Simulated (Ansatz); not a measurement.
Problem. Name a neutral molecule of C, S, Si and H with HOMO–LUMO gap (PBE0/def2-TZVPP) between 6.65 and 6.95 eV and HOMO energy (PBE0/def2-TZVPP) between -6.40 and -6.10 eV (Ansatz, PBE0-D4/def2-TZVP geometry).

Solution. `C1CSC[SiH2]1` (6.68 eV, -6.31 eV). Other molecules can fit too; these were computed, each in one conformer that needn't be the lowest.
